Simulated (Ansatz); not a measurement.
Cost and result for the atomization energy of C4H10Si (`C/C=C(\C)[SiH3]`) (15 atoms, 14 bonds).

```xyz
15

C    -1.930   -0.998   -0.322
C    -0.445   -0.876   -0.366
C     0.313    0.147    0.045
C    -0.215    1.413    0.653
Si    2.162    0.006   -0.142
H    -2.330   -1.150   -1.330
H    -2.223   -1.876    0.263
H    -2.422   -0.127    0.108
H     0.062   -1.742   -0.791
H     0.086    2.283    0.060
H    -1.303    1.430    0.737
H     0.198    1.565    1.655
H     2.696    1.107   -0.993
H     2.510   -1.301   -0.760
H     2.840    0.118    1.181
```

Charge 0, multiplicity 1. All single points use the PBE0-D4/def2-TZVP geometry. Program: Ansatz. All runs use 4 threads of an Intel Xeon Platinum 8488C on a shared host. Times are those of one run each, without the atoms' runs, and a repeat can differ threefold. Electronic energies, without spin–orbit coupling; frozen cores. CCSD(T)/CBS adds CCSD(T) − MP2 in def2-TZVPP to the MP2 limit, and its time is that of the two runs behind it. T1 = 0.011. B3LYP takes the VWN-RPA correlation (the form of Gaussian; ORCA's B3LYP/G).

CCSD(T)/CBS is a level of theory with its own doubt, some kJ/mol a heavy atom from the limit and from the frozen cores, so smaller differences don't rank the functionals.

```csv
level,functions,wall time,atomization (kcal/mol),difference from CCSD(T)/CBS,per bond
LDA (SPW92)/def2-TZVPP,306,1.1 s,1537.4,171.6,12.3
revPBE-D4/def2-TZVPP,306,1.6 s,1359.3,-6.5,-0.5
BLYP-D4/def2-TZVPP,306,1.6 s,1360.2,-5.6,-0.4
PBE-D4/def2-TZVPP (with forces),306,2 s,1384.9,19.1,1.4
BHLYP-D4/def2-TZVPP,306,2.3 s,1342.1,-23.7,-1.7
r2SCAN-D4/def2-TZVPP (with forces),306,2.8 s,1368.8,3.0,0.2
r2SCANh-D4/def2-TZVPP,306,3.1 s,1364.1,-1.7,-0.1
B3LYP-D4/def2-TZVPP (with forces),306,3.6 s,1369.0,3.2,0.2
CCSD(T)/def2-SVP,124,4 s,1309.7,-56.1,-4.0
ωB97M-V/def2-TZVPP (with forces),306,7 s,1369.1,3.3,0.2
MP2/def2-QZVPP,598,22 s,1362.6,-3.2,-0.2
CCSD(T)/def2-TZVPP,306,4.5 min,1336.7,-29.1,-2.1
CCSD(T)/CBS(def2),–,4.8 min,1365.8,0.0,0.0
```

Leaving LDA and LC-ωPBE aside and taking each functional with its dispersion term where it has one, the values spread over 42.7 kcal/mol, from BHLYP-D4 to PBE-D4. LDA lies +159.9 kcal/mol from PBE without D4, its usual overbinding. From PBE to PBE0 (25 % exact exchange), in def2-TZVPP and without D4, the atomization energy moves by −12.2 kcal/mol: exact exchange takes away binding that semilocal exchange gives to molecules. In def2-TZVPP, CCSD(T) changes the Hartree–Fock value by +297.3 kcal/mol (the triples alone add +16.0 kcal/mol) and MP2 by +306.1 kcal/mol; breaking electron pairs costs correlation energy, which Hartree–Fock lacks.
